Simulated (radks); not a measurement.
Results of a calculation; reference values are marked as such.
These are the eigenvalues of the occupied orbitals of an atom or ion with whole-number occupations (eV). Level of theory: scalar-relativistic Kohn-Sham, BLYP, spin-polarised, spherical densities, finite nucleus; Fermi nuclear charge, rms radius of each element as measured or else 0.836 A^(1/3) + 0.57 fm (a radial shooting solver on a logarithmic mesh with Libxc functionals).

| orbital | eigenvalue |
|---|---|
| 1s up | -21940.42 |
| 1s down | -21940.40 |
| 2s up | -3154.521 |
| 2s down | -3154.125 |
| 2p up | -2825.561 |
| 2p down | -2825.259 |
| 3s up | -555.0098 |
| 3s down | -554.7880 |
| 3p up | -446.9533 |
| 3p down | -446.7044 |
| 3d up | -273.0039 |
| 3d down | -272.6313 |
| 4s up | -76.8951 |
| 4s down | -75.0626 |
| 4p up | -46.9644 |
| 4p down | -45.0257 |
| 4d up | -5.7659 |
| 5s up | -4.5964 |
| 4d down | -3.8791 |

Which element is it, and in what charge state? The configuration may be excited. Open shells, if any, are filled with parallel spins first.

Answer. Z = 44, ruthenium, charge 0: Ru in [Kr] 4d7 5s1. The list shows which subshells hold electrons but not how many an open one holds; the 1s level, -806.3 hartree, gives Z - s = 40.2 by -(Z - s)^2/2, which with screening and relativity narrows Z to a few neighbours, and the depths of the outer levels then fix element, charge and occupations together.
